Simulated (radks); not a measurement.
Q: Species: Rb10+. Configuration: [Ar] 3d9 (the NIST ground configuration). Method: scalar-relativistic Kohn-Sham, r2SCAN, spin-polarised, spherical densities, finite nucleus; open shells are filled with parallel spins first (spin-orbit coupling, left out, can overturn this in heavy ions); meta-GGA in the generalised Kohn-Sham scheme; Fermi nuclear charge, rms radius 4.2036 fm; computed with a radial shooting solver on a logarithmic mesh with Libxc functionals. Some entries of the table are withheld. Estimate them.

orbital  occ.  eigenvalue (Ry)  <r^2> (bohr^2)  <1/r> (bohr^-1)
1s down     1        -1123.050        0.002188            37.87
1s up       1        -1123.050        0.002188            37.87
2s up       1        -163.8766         0.03719            8.453
2s down     1        -163.7481         0.03715            8.457
2p up       3        -146.8488         0.02939            8.244
2p down     3        -146.7540         0.02935            8.248
3s up       1        -36.74928          0.2877            2.862
3s down     1        -36.58176          0.2885            2.857
3p up       3              (1)          0.2975              (2)
3p down     3              (3)          0.2986              (4)
3d up       5        -22.06519          0.2956            2.486
3d down     4        -21.87327          0.2979            2.480
4s up       0        -13.31833           1.541            1.176
4s down     0        -13.26473           1.551            1.171
4p up       0        -11.63956           1.753            1.091
4p down     0        -11.59234           1.766            1.086

A: 
(1) 3p up eigenvalue (Ry): -31.18783
(2) 3p up <1/r> (bohr^-1): 2.715
(3) 3p down eigenvalue (Ry): -31.01598
(4) 3p down <1/r> (bohr^-1): 2.709
